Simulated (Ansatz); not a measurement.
BH-, multiplicity 2 (lowest of 2S+1 = 2, 4 at CCSD(T)/def2-TZVPP on PBE0 minima; our sources give no spin for the ground state, which may be another), most abundant isotopes (1.0078 and 11.0093 u). Constants from fifth-degree fits in 1/R to seven points on the lowest solution found; no spin–orbit coupling, no relativity up to Kr; ω_e x_e and α_e move by some per cent with the fit.

Correlated levels freeze the cores. CBS(a, b) extrapolates the correlation energy as X⁻³ and adds the Hartree–Fock energy of set b.

The values were computed with Ansatz (Gaussian orbitals). 

```json
[
 {"level": "PBE/def2-TZVPP", "r_e (Å)": "1.2776", "ω_e (cm⁻¹)": "2021.1", "ω_e x_e (cm⁻¹)": "59.0", "α_e (cm⁻¹)": "0.512"},
 {"level": "CCSD(T)/CBS(aug-cc-pVTZ, aug-cc-pVQZ)", "r_e (Å)": "1.2551", "ω_e (cm⁻¹)": "2152.0", "ω_e x_e (cm⁻¹)": "62.5", "α_e (cm⁻¹)": "0.511"}
]
```

Question: Derive the rotational constants, the centrifugal constant, the fundamental, the zero-point energy and the force constant.

Answer: 
μ = 0.92330 u.
- PBE/def2-TZVPP: B_e = 16.8576/(μ r_e²) = 11.186 cm⁻¹; B₀ = B_e − α_e/2 = 10.930 cm⁻¹; D = 4B_e³/ω_e² = 1.37e-03 cm⁻¹; fundamental ω_e − 2ω_e x_e = 1903 cm⁻¹; zero-point energy ω_e/2 − ω_e x_e/4 = 996 cm⁻¹; k = μ(2πcω_e)² = 222 N/m
- CCSD(T)/CBS(aug-cc-pVTZ, aug-cc-pVQZ): B_e = 16.8576/(μ r_e²) = 11.590 cm⁻¹; B₀ = B_e − α_e/2 = 11.335 cm⁻¹; D = 4B_e³/ω_e² = 1.34e-03 cm⁻¹; fundamental ω_e − 2ω_e x_e = 2027 cm⁻¹; zero-point energy ω_e/2 − ω_e x_e/4 = 1060 cm⁻¹; k = μ(2πcω_e)² = 252 N/m

Doubts at one or more of the structures used: a spin-contaminated determinant (CCSD(T)/CBS(aug-cc-pVTZ, aug-cc-pVQZ)); T1 above 0.05 (CCSD(T)/CBS(aug-cc-pVTZ, aug-cc-pVQZ)).

Ansatz is a first-principles code.
